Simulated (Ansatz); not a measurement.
`CBP` + `C[N](C)[GeH3]` → `C[BH][GeH3]` + `CN(C)P` at 298.15 K and 1 bar (redistribution).

Calculated with Ansatz (gas phase, PBE0-D4/def2-TZVP geometries, no zero-point term in ΔE). CBS: MP2 limit from def2 TZ/QZ plus the TZ coupled-cluster correction, frozen cores. For Ge outer-core shells are correlated without core-valence functions, which leaves a few kJ/mol of doubt a bond. Scalar relativity is left out up to krypton. One conformer a species, not always the lowest.

| species | CCSD(T)/CBS energy (Eh) | H − E (kJ/mol) | S (J/(mol·K)) |
| --- | --- | --- | --- |
| `CBP` | -407.38441 | 190.6 | 297.5 |
| `C[N](C)[GeH3]` | -2212.31524 | 296.4 | 337.1 |
| `C[BH][GeH3]` | -2143.14307 | 205.1 | 327.2 |
| `CN(C)P` | -476.53702 | 281.6 | 315.8 |

H − E and S are ideal-gas, rigid-rotor, harmonic terms from PBE0-D4/def2-TZVP, for one conformer and one mirror image of each species. 1 Eh = 2625.50 kJ/mol, R = 8.31446 J/(mol·K).

Problem. By hand: ΔE, ΔH, ΔS and ΔG.

Solution. ΔE = (-2143.14307) + (-476.53702) − (-407.38441) − (-2212.31524) = 0.01956 Eh = 51.4 kJ/mol. Δ(H − E) = 205.1 + 281.6 − 190.6 − 296.4 = -0.3, so ΔH = 51.1 kJ/mol. ΔS = 327.2 + 315.8 − 297.5 − 337.1 = 8.4 J/(mol·K). ΔG = 51.1 − 298.15 × (8.4)/1000 = 48.6 kJ/mol.

Problem. By hand: the equilibrium constant, and the temperature at which ΔG would vanish if ΔH and ΔS stayed fixed.

Solution. log₁₀ K = −ΔG/(RT ln 10) = -8.5. ΔG = 0 at ΔH/ΔS = 6083 K, far beyond where these terms or the molecules hold.

The number of gas molecules stays the same, so ΔS is small and ΔH decides. A doubt of 5 kJ/mol in ΔE shifts log₁₀ K by 0.9 here. Other conformers and mirror images would add mixing entropy, several J/(mol·K) or more a flexible species. Modes under 60 cm⁻¹, often nearly free rotors, make the harmonic entropy too high. These are equilibria of isolated gas molecules and say nothing of rates. Largest T1 diagnostic: 0.015 (customary marks: 0.02 for closed shells, 0.045 for open ones).
